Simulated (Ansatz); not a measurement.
Consider the formal exchange of groups at a C–C bond: `CC(F)BF` + `[NH2][AlH][CH]=O` → `[CH3][Al]([NH2])[CH]=O` + `FBCF`.

Calculated with Ansatz (gas phase, PBE0-D4/def2-TZVP geometries, no zero-point term in ΔE). CCSD(T)/CBS is the MP2 limit (def2-TZVPP, def2-QZVPP) plus CCSD(T) − MP2 in def2-TZVPP, frozen cores. Functionals use def2-TZVPP. B3LYP here is the variant with VWN-RPA as its local correlation; programs differ in this. Each species was taken in one conformer, which may not be the lowest.

`CC(F)BF`:

```xyz
10

C     0.826   -0.506    0.682
C     0.194    0.500   -0.262
F     0.964    0.586   -1.422
B    -1.298    0.156   -0.619
F    -2.175    0.123    0.372
H     1.853   -0.218    0.910
H     0.839   -1.505    0.240
H     0.261   -0.549    1.616
H     0.223    1.495    0.210
H    -1.687   -0.082   -1.726
```

`[NH2][AlH][CH]=O`:

```xyz
8

N     0.140    1.533    0.032
Al    0.034   -0.017   -0.789
C    -0.166   -1.544    0.525
O    -0.193   -1.256    1.703
H     0.242    2.440   -0.393
H     0.101    1.609    1.037
H     0.094   -0.138   -2.367
H    -0.252   -2.627    0.253
```

`[CH3][Al]([NH2])[CH]=O`:

Cartesian coordinates in Å:
```
C -0.047 -1.774 -0.143
Al -0.018 0.152 0.105
N -0.344 0.935 1.657
C 0.398 1.388 -1.440
O 0.615 0.908 -2.532
H -0.344 -2.309 0.762
H -0.739 -2.052 -0.944
H 0.939 -2.142 -0.444
H -0.335 1.930 1.815
H -0.568 0.456 2.516
H 0.441 2.507 -1.352
```

`FBCF`:

Z-matrix (Å, degrees):
```
C
B 1 1.564
F 1 1.381 2 114.5
H 1 1.100 2 109.5 3 122.4
H 1 1.100 2 109.5 3 -122.4
F 2 1.316 1 120.9 3 -0.0
H 2 1.200 1 120.7 3 -180.0
```

**Question.** Is it downhill or uphill in electronic energy at CCSD(T)/CBS, and by how much? (An estimate is asked.)

**Answer.** The calculation gave: Downhill: ΔE = -0.34 eV.

**Question.** What do these levels give: PBE-D4, r2SCAN-D4, B3LYP-D4, B2PLYP, PBE, r2SCAN, PBE0, B3LYP, CCSD(T)/def2-TZVPP, HF/def2-QZVPP, HF/CBS(def2), CCSD/CBS(def2)? (An estimate is asked.)

**Answer.** The calculation gave: PBE-D4 -0.37, r2SCAN-D4 -0.37, B3LYP-D4 -0.36, B2PLYP -0.36, PBE -0.38, r2SCAN -0.37, PBE0 -0.36, B3LYP -0.37, CCSD(T)/def2-TZVPP -0.33, HF/def2-QZVPP -0.29, HF/CBS(def2) -0.29, CCSD/CBS(def2) -0.34 eV.

Largest T1 diagnostic among the species: 0.015.

In def2-TZVPP, CCSD(T) changes the Hartree–Fock value by −0.05 eV (the triples alone add −0.00 eV) and MP2 by −0.07 eV.
